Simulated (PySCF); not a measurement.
# A small calculation by hand: oscillator strength and radiative lifetime

Si(Cl)2(OH)(SH) (Cl2H2OSSi), SMILES O[Si](S)(Cl)Cl.

Geometry optimised at PBE0-D3(BJ)/def2-SVP. This is a generated structure with no PubChem entry under its InChIKey; it may be hypothetical. One conformer was computed; it need not be the lowest.

TDA-PBE0/def2-SVPD (PySCF) puts the first singlet state with f over 0.02 at 6.53 eV (vertical), with the transition dipole (-0.299, 0.209, -0.017) in atomic units.

Find the oscillator strength, the wavelength and the radiative lifetime that this transition would have in vacuum if emission retraced absorption.


|μ|² = 0.1334 au, so |μ| = 0.93 D. ΔE = 6.53/27.211 = 0.2400 hartree. f = (2/3) ΔE |μ|² = 0.021 (the program prints 0.021).
λ = 1239.84/6.53 = 190 nm; ν = 52668 cm⁻¹.
Einstein's coefficient A = 0.6670 ν² f s⁻¹ (ν in cm⁻¹) = 3.9e7 s⁻¹, so τ = 1/A = 25 ns. This state is S2; the lower singlet has f = 0.010. The figure is the radiative limit of this one transition; relaxation, internal conversion, crossing to triplets and a medium change what is measured.
